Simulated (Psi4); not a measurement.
Noncovalent pair: CH4 (SMILES C) (first 5 atoms) with CO2 (SMILES O=C=O); geometry from B3LYP-D3(BJ)/def2-TZVP.
(charge 0, multiplicity 1):
```xyz
8

C      0.004    -0.053     0.072
H      0.092    -0.011    -1.012
H     -1.049    -0.119     0.346
H      0.530    -0.932     0.444
H      0.439     0.847     0.504
O     -0.331    -1.023     3.492
C     -0.005     0.090     3.481
O      0.320     1.203     3.473
```

The numbers are results of Psi4 with SAPT0/jun-cc-pV(D+d)Z, not measurements.

Question: Give the four SAPT terms and the total, and say what mostly holds the pair together.

Answer: electrostatics -2.2, exchange 4.5, induction -0.4, dispersion -3.5, total -1.7 kJ/mol; the largest attraction is dispersion.
